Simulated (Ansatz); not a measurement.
H3F3GeOSi, singlet, at the geometry of the source list, atoms displaced at random by about 0.03 Å a coordinate; PBE0/STO-3G, gradient (Ansatz, a program for electronic structure).

Ansatz was given this input:
Ansatz 0.2 input:
```yaml
crystal:
  periodic: [false, false, false]
  atoms:
    - {symbol: F, position_ang: [2.29586684, -0.40632883, -1.26439069]}
    - {symbol: Ge, position_ang: [1.51641095, 0.18778059, 0.10309253]}
    - {symbol: F, position_ang: [2.37584955, -0.28063375, 1.46265939]}
    - {symbol: F, position_ang: [1.56521430, 1.84710057, -0.00266379]}
    - {symbol: O, position_ang: [-0.01568877, -0.40119291, 0.24563451]}
    - {symbol: Si, position_ang: [-1.68224696, -0.26564455, -0.11052927]}
    - {symbol: H, position_ang: [-1.75969459, 0.43022477, -1.39258886]}
    - {symbol: H, position_ang: [-2.20973604, 0.59144617, 0.98768864]}
    - {symbol: H, position_ang: [-2.07337661, -1.60230233, -0.06444619]}
basis:
  gaussian:
    orbitals: STO-3G
hamiltonian:
  xc: pbe0
output: {forces: true}
```

Q: What does Ansatz print? Leave out banner, timings and long lists.

A: 
```
Functional definition: PBE0
621 factors; integrals over basis functions are off by at most 3.1e-5 eV
mean field evaluation 1: about -73731.7882 eV, gradient 3.5e1 eV
mean field evaluation 2: about -73733.6720 eV, gradient 2.8e1 eV
mean field evaluation 4: about -73736.1520 eV, gradient 8.3e-1 eV
mean field evaluation 8: about -73736.1736 eV, gradient 2.6e-2 eV
mean field -73736.17355478 eV, -2709.7543979645 hartree, gradient 4.8e-6 eV, S^2 0.000000; 0 other end points of the search recorded, 0 dependent functions left out
the calculation of the forces begins
reference -73736.17356857 eV, -2709.7543984713 hartree; 42, 42 occupied and 8, 8 virtual orbitals, 621 factors
Total energy: -73736.17356857 eV, -2709.7543984713 hartree
Atom 0 at     2.295867    -0.406329    -1.264391 Å, force     0.229034    -0.207031    -0.285144 eV/Å
Atom 1 at     1.516411     0.187781     0.103093 Å, force    -2.022420    -0.795513    -0.059197 eV/Å
Atom 2 at     2.375850    -0.280634     1.462659 Å, force     0.305317    -0.167061     0.358483 eV/Å
Atom 3 at     1.565214     1.847101    -0.002664 Å, force     0.099759     0.973831    -0.033017 eV/Å
Atom 4 at    -0.015689    -0.401193     0.245635 Å, force    -0.117317     0.115641    -0.196799 eV/Å
Atom 5 at    -1.682247    -0.265645    -0.110529 Å, force     3.406635     2.401680     1.107876 eV/Å
Atom 6 at    -1.759695     0.430225    -1.392589 Å, force    -0.568973    -0.348459     0.136014 eV/Å
Atom 7 at    -2.209736     0.591446     0.987689 Å, force    -0.208205    -0.680805    -0.839642 eV/Å
Atom 8 at    -2.073377    -1.602302    -0.064446 Å, force    -1.123829    -1.292283    -0.188575 eV/Å
Dipole moment:    -0.434001    -0.023345    -0.086927 e Å
```
